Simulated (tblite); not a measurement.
Species: H12OP2Si4.
Geometry (GFN2-xTB, Å), atoms numbered from 1 in this order:
```
atom  x, y, z in Å
Si1   -1.4883    1.1445    1.3327
P2    -0.7513   -0.8152    0.5671
Si3   -2.6239   -1.7972   -0.1171
Si4    0.0708   -0.2094   -1.4023
O5     1.4023    0.6745   -1.1485
Si6    2.6750    0.9972   -0.1910
P7     2.3287    0.1503    1.8474
H8    -0.3314    2.0083    1.5578
H9    -2.4108    1.7913    0.3899
H10   -2.2008    0.8593    2.5780
H11   -3.4179   -0.9628   -1.0247
H12   -3.4089   -2.1056    1.0764
H13   -2.2396   -3.0224   -0.8160
H14    0.4730   -1.4129   -2.1269
H15   -0.7643    0.6850   -2.2000
H16    3.8212    0.4522   -0.9218
H17    2.6941    2.4579   -0.1114
H18    3.6474    0.2864    2.2505
H19    2.5147   -1.1722    1.4826
```

Level: GFN2-xTB in tblite, geometry and Hessian alike; calculated harmonic values, unscaled, isolated species. The method is semi-empirical: single wavenumbers can be off by several per cent or more. Modes of hydrogen on phosphorus and silicon can be 10 to 20 % off. One conformer, not necessarily the lowest.

Harmonic wavenumbers (cm⁻¹): 26.1, 36.0, 46.2, 66.8, 73.4, 80.0, 85.4, 105.3, 124.1, 141.3, 154.1, 259.1, 420.3, 426.5, 457.9, 470.1, 478.3, 482.9, 491.5, 534.2, 545.2, 564.6, 592.5, 611.2, 620.6, 657.2, 695.4, 700.0, 743.5, 745.7, 750.2, 757.7, 762.7, 774.3, 778.9, 786.8, 793.4, 1062.2, 1137.6, 2192.4, 2216.7, 2221.5, 2241.2, 2250.2, 2252.9, 2262.6, 2263.1, 2267.2, 2274.3, 2295.0, 2371.1.

A = 1274, B = 525.5, C = 460.8 MHz; mass 201.944 u (most abundant isotopes); point group C1, symmetry number 1.

Question: What is the zero-point energy?

Answer: Half the sum of the wavenumbers: 23074 cm⁻¹ = 276.02 kJ/mol.

Question: Give the ideal-gas entropy at 400 K and 1 bar in the rigid-rotor, harmonic-oscillator model (classical rotation).

Answer: Translation 181.16, rotation 134.72, vibration 306.57: S = 622.5 J/(mol K).

Question: And Cp and H(400 K) − H(0)?

Answer: Cp = 277.07 J/(mol K), of which vibrations give 243.81 (their classical limit is 51 R = 424.0); H(400 K) − H(0) = 70.19 kJ/mol without the zero-point energy, 56.88 from vibrations.

Question: What must be added to the electronic energy to get the Gibbs energy at 400 K and 1 bar?

Answer: ZPE + [H(400 K) − H(0)] − T·S = 276.02 + 70.19 − 248.98 = 97.23 kJ/mol.

Question: Which modes carry the vibrational entropy at 400 K?

Answer: 26.1 cm⁻¹: 27.99; 36.0 cm⁻¹: 25.32; 46.2 cm⁻¹: 23.25; 66.8 cm⁻¹: 20.19; 73.4 cm⁻¹: 19.41; 80.0 cm⁻¹: 18.70 J/(mol K); the other 45 give 171.72 together.

Question: How do the functions run with temperature in this model?

Answer: 
```json
{"T (K)": "150", "S (J/(mol K))": "416.5", "Cp (J/(mol K))": "148.4", "H − H(0) (kJ/mol)": "15.02", "G − H(0) (kJ/mol)": "-47.46", "ln q(vib)": "7.98"}
{"T (K)": "250", "S (J/(mol K))": "507.4", "Cp (J/(mol K))": "211.5", "H − H(0) (kJ/mol)": "33.08", "G − H(0) (kJ/mol)": "-93.77", "ln q(vib)": "13.00"}
{"T (K)": "298.15", "S (J/(mol K))": "546.9", "Cp (J/(mol K))": "236.8", "H − H(0) (kJ/mol)": "43.89", "G − H(0) (kJ/mol)": "-119.16", "ln q(vib)": "15.25"}
{"T (K)": "600", "S (J/(mol K))": "745.1", "Cp (J/(mol K))": "327.3", "H − H(0) (kJ/mol)": "131.03", "G − H(0) (kJ/mol)": "-316.04", "ln q(vib)": "27.74"}
{"T (K)": "900", "S (J/(mol K))": "887.4", "Cp (J/(mol K))": "373.7", "H − H(0) (kJ/mol)": "236.77", "G − H(0) (kJ/mol)": "-561.88", "ln q(vib)": "37.85"}
```

q(vib) and H(0) count from the zero-point level.

Question: Blend soft modes into free rotors: weight 1/[1 + (100 cm⁻¹/ν̃)⁴] for the oscillator and the rest for a rotor with moment μB/(μ + B), μ = h/(8π²ν), B = 10⁻⁴⁴ kg m². What vibrational entropy results?

Answer: 265.52 J/(mol K) in place of 306.57, which changes −T·S at 400 K by +16.42 kJ/mol.

Hindered rotation and anharmonicity are outside this model. Other conformers, if any are populated, would add a mixing term that is left out. The structure is chiral; the term R ln 2 for an equal mix with its mirror image is left out.
